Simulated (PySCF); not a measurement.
## Energy of Te⁻ (tellurium, charge -1) between two integer charges

The 5p beta orbital of [Kr] 4d10 5s2 5p5 is emptied in steps (occupation f), with all orbitals relaxed, ending at [Kr] 4d10 5s2 5p4. Computed with PySCF 2.14 in aug-cc-pVTZ-PP with ECP28MDF, with a scalar-relativistic core potential. The exact energy is a straight line in f; departures are measured from the line between the end points of the same method.

```csv
f,LDA (eV),PBE (eV),PBE0 (eV),r2SCAN (eV),LC-wPBE (eV),BHandHLYP (eV),B3LYP (eV),MN15 (eV)
1,0.000,0.000,0.000,0.000,0.000,0.000,0.000,0.000
0.8,-0.477,-0.457,-0.311,-0.422,0.064,-0.180,-0.356,-0.209
0.6,-0.728,-0.694,-0.472,-0.634,0.092,-0.278,-0.542,-0.322
0.4,-0.738,-0.702,-0.476,-0.630,0.090,-0.286,-0.550,-0.327
0.2,-0.498,-0.472,-0.320,-0.417,0.059,-0.196,-0.372,-0.219
0,0.000,0.000,0.000,0.000,0.000,0.000,0.000,0.000
```

**Question.** For B3LYP, how does the orbital energy at f = 1 compare with the removal energy?

**Answer.** −ε = -0.046 eV against a total-energy difference of 2.138 eV. By Janak's theorem ε = ∂E/∂f, so the gap between them reflects the curvature. Along the path −ε is 0.774 (f = 0.8), 1.645 (f = 0.6), 2.559 (f = 0.4), 3.509 (f = 0.2) eV.

| method | E(f=0) − E(f=1) (eV) | −ε at f=1 (eV) | −ε at f=0.4 (eV) |
| --- | --- | --- | --- |
| LDA | 2.306 | -0.625 | 2.872 |
| PBE | 2.060 | -0.753 | 2.610 |
| PBE0 | 2.018 | 0.099 | 2.397 |
| r2SCAN | 2.024 | -0.603 | 2.573 |
| LC-wPBE | 1.983 | 2.407 | 1.899 |
| BHandHLYP | 1.953 | 0.863 | 2.153 |
| B3LYP | 2.138 | -0.046 | 2.559 |
| MN15 | 1.981 | 0.714 | 2.235 |

At f = 1 the orbital energy is positive for LDA, PBE, r2SCAN, B3LYP: only the finite basis holds the electron.

Reference removal energy between the ground levels: 1.971 eV (measured; photodetachment measurements, as compiled on the Wikipedia data page of electron affinities). The calculation has no spin-orbit coupling.
